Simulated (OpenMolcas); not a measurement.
I5+: effect of the active space

```yaml
Program: OpenMolcas
Method: SS-CASPT2 or its RAS form, IPEA 0.25 Eh, imaginary shift 0.1 Eh
Basis: ANO-RCC-VQZP
Scalar_Hamiltonian: DKH2, point nucleus
Spin-orbit_coupling: state interaction with AMFI integrals over the reference wave functions, term energies averaged over their components
```

A. 2 electrons in 4 orbitals (5s 5p); 2S+1 = 3 even, 3 roots; 2S+1 = 1 even, 7 roots; 2S+1 = 3 odd, 3 roots; 2S+1 = 1 odd, 3 roots; closed shells correlated: 4d; CASPT2 step about 5 core-seconds
B. 2 electrons in 8 orbitals (5s 5p 6s 6p); 2S+1 = 3 even, 3 roots; 2S+1 = 1 even, 7 roots; 2S+1 = 3 odd, 3 roots; 2S+1 = 1 odd, 3 roots; closed shells correlated: 4d; CASPT2 step of the order of 9 core-seconds
C. 2 electrons in 9 orbitals (RAS2 5s 5p; RAS3 5d, at most 2 electrons); 2S+1 = 3 even, 3 roots; 2S+1 = 1 even, 7 roots; 2S+1 = 3 odd, 3 roots; 2S+1 = 1 odd, 3 roots; closed shells correlated: 4d; CASPT2 step of the order of 11 core-seconds

Energies in cm-1 above 5s2 1S0, the measured ground level; measured values from the list in Rauch et al., Astron. Astrophys. 606, A105 (2017).

| Level | A | B | C | Measured |
| --- | --- | --- | --- | --- |
| 5s2 1S0 | 0.0 | 0.0 | 0.0 | 0.0 |
| 5s 5p 3P* 0 | 86220 | 86010 | 86760 | 85666 |
| 5s 5p 3P* 1 | 89370 | 89160 | 89910 | 89262 |
| 5s 5p 3P* 2 | 98130 | 97920 | 98640 | 99685 |
| 5s 5p 1P* 1 | 124950 | 124560 | 125740 | 127424 |
| 5p2 3P0 | 201130 | 201010 | 201730 | 200085 |
| 5p2 3P1 | 208040 | 207760 | 208500 | 208474 |
| 5p2 1D2 [55 %] | 209680 | 208780 | 210150 | 209432 |
| 5p2 3P2 [55 %] | 220670 | 219960 | 220090 | 221984 |

Deviations, from unrounded energies. A percentage is the sum of absolute deviations over the sum of measured energies, with the sign that they share, or ± where signs differ.

```
           Against measurement  Levels     A     B     C
mean absolute deviation (cm-1)       8   970  1200  1100
      other configurations (%)       8  ±0.6  ±0.8  ±0.7
```

A lies closest to measurement on these levels and B furthest from it. The largest miss of A in the table is 5s 5p 1P* 1, by -2500 cm-1. The ranking rests on the paired levels alone, and a cruder setting can come out closer through cancelling errors.

Among A to C the level of the table that moves most is 5p2 1D2 [55 %], by 1400 cm-1 (lowest in B, highest in C). Moves below CASPT2's spread within the term are not significant.

Term energies are means over components that CASPT2 splits; among the terms shown or strongly mixed into the levels shown the widest spread is 110 cm-1 (5p2 1D, B). Over all roots computed the reference weight is 0.90 to 0.95 in A, 0.88 to 0.95 in B; the roots of lowest weight are the least certain, and an intruder state may touch them. The ¹D term of p² mixes with s d, which this space lacks (holds for A; B). Active for correlation alone: 6p 6s; no level in the range computed is led by a configuration that fills them, so any true level of that kind is missing (holds for B). Active for correlation alone: 5d; no level in the range computed is led by a configuration that fills it, so any true level of that kind is missing (holds for C). Some terms mix strongly with configurations of 5d, whose occupation reaches 0.21 (5p2 1D) (holds for C). Computed and measured levels are paired by configuration, term and J; levels that our copy of the source lacks, or whose pairing is in doubt (as where it misses far off the trend of its configuration), stay unpaired and out of the deviations. Only configurations of the active space appear. Levels that lie high or do not pair safely by name in every column are left out.

A share in square brackets marks a mixed level and gives the weight of the term that names it, the lowest over the columns. * marks odd parity.
